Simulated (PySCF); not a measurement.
SMILES [SiH3]c1ccc([SeH])s1 (C₄H₆SSeSi), GFN2-xTB optimised geometry.

```
13

Si    -1.67    -2.37     0.00
C     -0.48    -0.92     0.00
C      0.88    -0.92     0.00
C      1.46     0.36     0.00
C      0.53     1.35     0.00
Se     0.86     3.22     0.00
S     -1.08     0.71     0.00
H     -0.86    -3.58     0.02
H     -2.52    -2.28     1.19
H     -2.50    -2.30    -1.21
H      1.46    -1.83     0.00
H      2.52     0.55     0.00
H     -0.54     3.58     0.03
```

Density from B3LYP/def2-TZVP run with PySCF at that geometry.

Minimum of the electron density along straight lines between bonded atoms, close to the bond critical point (lines longer than 1.1 times the sum of covalent radii, or with two minima, are not listed):

| bond | length / Å | ρ at the minimum / e bohr⁻³ | ∇²ρ there / e bohr⁻⁵ | position (fraction from the first atom) |
|---|---|---|---|---|
| Si1–C2 | 1.875 | ? | 0.22 | 0.39 |
| C2–C3 | 1.364 | 0.331 | -0.97 | 0.51 |
| C3–C4 | 1.408 | 0.308 | ? | 0.50 |
| C4–C5 | 1.364 | 0.331 | -0.97 | 0.48 |
| C5–Se6 | 1.897 | 0.162 | -0.17 | 0.50 |
| C2–S7 | 1.738 | 0.209 | -0.40 | 0.47 |
| C5–S7 | 1.732 | 0.211 | -0.42 | 0.49 |
| Si1–H8 | 1.462 | 0.125 | 0.18 | 0.49 |
| Si1–H9 | 1.464 | 0.125 | 0.17 | 0.49 |
| Si1–H10 | 1.464 | 0.125 | 0.17 | 0.49 |
| C3–H11 | 1.076 | 0.291 | -1.05 | 0.65 |
| C4–H12 | 1.077 | 0.289 | -1.04 | 0.65 |
| Se6–H13 | 1.446 | 0.185 | ? | 0.63 |

Question: Fill in the missing entries.

Answer: 
- Si1–C2, ρ at the minimum / e bohr⁻³: 0.117
- C3–C4, ∇²ρ there / e bohr⁻⁵: -0.89
- Se6–H13, ∇²ρ there / e bohr⁻⁵: -0.34
